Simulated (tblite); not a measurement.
Species: C₃H₁₀OS₂Si₂.
SMILES with atom numbers: `[CH3:1][C:2](=[S:3])[O:4][SiH2:5][S:6][CH2:7][SiH3:8]` (hydrogens: H9, H10, H11 on C1; H12, H13 on Si5; H14, H15 on C7; H16, H17, H18 on Si8)

Computed with GFN2-xTB (tblite), gas phase: L-BFGS steps from a force-field or distance-geometry start until the largest atomic force falls under 0.01 eV/Å.

Step 160: E = -696.6904 eV
```
atom  x, y, z in Å  |  force x, y, z in eV/Å
C1     -2.6250   -0.1792    0.3870   -0.007  -0.005   0.007
C2     -1.7613    0.9713   -0.0045   -0.013  -0.023   0.007
S3     -1.8581    2.4377    0.6897   -0.004   0.001   0.010
O4     -0.8777    0.7694   -0.9696    0.005  -0.009   0.020
Si5    -0.1574   -0.5154   -1.6884   -0.010   0.006   0.028
S6      0.7587   -1.7379   -0.1906   -0.022   0.009  -0.006
C7      1.2312   -0.5201    1.0996    0.005   0.001  -0.026
Si8     2.8249    0.4284    0.6604    0.023   0.013   0.003
H9     -1.9987   -1.0124    0.7106    0.001  -0.029  -0.027
H10    -3.2994    0.0982    1.1916    0.015   0.056  -0.008
H11    -3.2043   -0.5115   -0.4754    0.019  -0.007   0.000
H12    -1.1339   -1.3877   -2.3163    0.008  -0.015  -0.010
H13     0.7710    0.1975   -2.5403    0.008  -0.005  -0.014
H14     0.3859    0.1455    1.2588   -0.010   0.007   0.019
H15     1.3607   -1.1144    2.0013   -0.012  -0.005   0.001
H16     2.5902    1.1846   -0.5722    0.008  -0.008   0.036
H17     3.8836   -0.5608    0.4595   -0.017   0.030   0.000
H18     3.1009    1.3131    1.7935    0.003  -0.018  -0.040
```

Step 161: E = -696.6910 eV
```
atom  x, y, z in Å  |  force x, y, z in eV/Å
C1     -2.6196   -0.1743    0.3889    0.002  -0.005   0.010
C2     -1.7509    0.9704   -0.0071   -0.002  -0.021   0.003
S3     -1.8379    2.4377    0.6858   -0.003   0.013   0.014
O4     -0.8718    0.7629   -0.9750    0.015  -0.007   0.010
Si5    -0.1498   -0.5226   -1.6913   -0.027   0.004   0.036
S6      0.7576   -1.7433   -0.1862   -0.019   0.007  -0.016
C7      1.2258   -0.5241    1.1045    0.003  -0.017  -0.046
Si8     2.8110    0.4352    0.6593   -0.001  -0.003   0.017
H9     -1.9983   -1.0108    0.7121    0.014  -0.039  -0.022
H10    -3.2888    0.1093    1.1950   -0.001   0.056   0.000
H11    -3.2023   -0.5044   -0.4711    0.000  -0.013  -0.016
H12    -1.1264   -1.3931   -2.3222    0.011  -0.015  -0.005
H13     0.7805    0.1871   -2.5441    0.010  -0.004  -0.008
H14     0.3740    0.1313    1.2679   -0.012   0.031   0.025
H15     1.3636   -1.1196    2.0035   -0.008  -0.015   0.015
H16     2.5575    1.2088   -0.5556    0.003   0.012  -0.008
H17     3.8676   -0.5483    0.4320    0.005   0.011  -0.005
H18     3.0993    1.3041    1.7985    0.011   0.006  -0.004
```

Question: Estimate the geometry and energy of step 162. (The exact step hangs on the optimiser's Hessian estimate; all steps are aligned on step 161, rigid shifts and turns removed.)

Answer: E = -696.6914 eV, largest force 0.048 eV/Å
```
atom  x, y, z in Å  |  force x, y, z in eV/Å
C1     -2.6102   -0.1658    0.3908    0.014  -0.005   0.011
C2     -1.7364    0.9716   -0.0135    0.013  -0.010   0.007
S3     -1.8132    2.4425    0.6735   -0.003   0.010   0.010
O4     -0.8611    0.7550   -0.9825    0.018  -0.003   0.003
Si5    -0.1449   -0.5358   -1.6948   -0.030   0.002   0.027
S6      0.7603   -1.7528   -0.1856   -0.017   0.003  -0.012
C7      1.2207   -0.5338    1.1083   -0.005  -0.017  -0.037
Si8     2.7929    0.4471    0.6621    0.003  -0.010  -0.013
H9     -1.9938   -1.0059    0.7140    0.015  -0.036  -0.016
H10    -3.2725    0.1281    1.1983   -0.016   0.045   0.008
H11    -3.1978   -0.4958   -0.4652   -0.018  -0.015  -0.027
H12    -1.1261   -1.4042   -2.3226    0.017  -0.011   0.003
H13     0.7865    0.1658   -2.5533    0.008  -0.005  -0.002
H14     0.3606    0.1099    1.2783    0.006   0.028   0.024
H15     1.3688   -1.1318    2.0048   -0.009  -0.010  -0.002
H16     2.5123    1.2526   -0.5283    0.013  -0.010   0.023
H17     3.8515   -0.5258    0.3895   -0.021   0.040   0.003
H18     3.0936    1.2855    1.8210    0.014   0.006  -0.009
```

The energy changes by -0.0005 eV. The first-order estimate −F·Δx gives -0.0007 eV and the mean of the old and new forces, exact on a quadratic surface, -0.0004 eV. The step makes an angle of 87° with the force vector and moves no atom by more than 0.069 Å.

What follows is the cost of the whole relaxation. Hardware: one thread, Arm Neoverse N1 (aarch64), no GPU, shared host. Cost: 3.6 s of wall time.
